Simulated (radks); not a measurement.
The numbers below are computed, except where a source is named.
Charge is removed step by step from the 1s up level of neutral hydrogen, starting from 1s(up 1, down 0). Code: a radial shooting solver on a logarithmic mesh with Libxc functionals. Model: scalar-relativistic Kohn-Sham, r2SCAN, spin-polarised, spherical densities, finite nucleus; meta-GGA in the generalised Kohn-Sham scheme; Gaussian nuclear charge, rms radius 0.8783 fm.

[
 {"removed (e)": "0", "E - E(0) (eV)": "0.000", "eigenvalue (eV)": "-8.026"},
 {"removed (e)": "0.1", "E - E(0) (eV)": "0.862", "eigenvalue (eV)": "-9.211"},
 {"removed (e)": "0.2", "E - E(0) (eV)": "1.843", "eigenvalue (eV)": "-10.417"},
 {"removed (e)": "0.3", "E - E(0) (eV)": "2.945", "eigenvalue (eV)": "-11.634"},
 {"removed (e)": "0.4", "E - E(0) (eV)": "4.169", "eigenvalue (eV)": "-12.847"},
 {"removed (e)": "0.5", "E - E(0) (eV)": "5.514", "eigenvalue (eV)": "-14.035"},
 {"removed (e)": "0.6", "E - E(0) (eV)": "6.975", "eigenvalue (eV)": "-15.167"},
 {"removed (e)": "0.7", "E - E(0) (eV)": "8.544", "eigenvalue (eV)": "-16.193"},
 {"removed (e)": "0.8", "E - E(0) (eV)": "10.206", "eigenvalue (eV)": "-17.010"}
]

The mean slope of the eigenvalue, de/dn, is 11.2 eV per electron.
